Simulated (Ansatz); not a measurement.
Cost and result up the ladder for `FC(F)(F)c1ccc(-c2ccc(-c3ccc(C(F)(F)F)s3)s2)s1` (29 atoms). Total charge 0; singlet. Geometry: PBE-D4/def2-SVP.

Ansatz on 2 threads of AMD EPYC 7R13 on a shared host and a share (18 GiB) of an NVIDIA H100 80GB HBM3. Times are rough, and most runs start from the orbitals of an earlier one. PBE0-D4/def2-TZVP serves as the yardstick here, not as an exact answer. Differences are given only for rows in sets of like size (and for xTB, whose basis is part of the method), since another set adds its own error. Binding counts from free atoms at the same level (F doublet, C triplet, S triplet, H doublet; other spins of the atoms weren't run), without zero-point energy or a counterpoise term.

Single mean-field runs in def2-TZVP are fitted with def2-universal-jkfit.

```csv
level,functions,wall time,binding energy per atom (eV),difference from PBE0-D4/def2-TZVP (eV)
PBE-D4/def2-TZVP,767,8.5 s,5.26,0.18
PBE-D4/def2-SVP,364,11 s,5.36,–
PBE0-D4/def2-TZVP (with forces),767,14 s,5.09,0.00
PBE0-D4/def2-SVP,364,14 s,5.17,–
r2SCAN-D4/def2-TZVP (with forces),767,15 s,5.05,-0.04
```
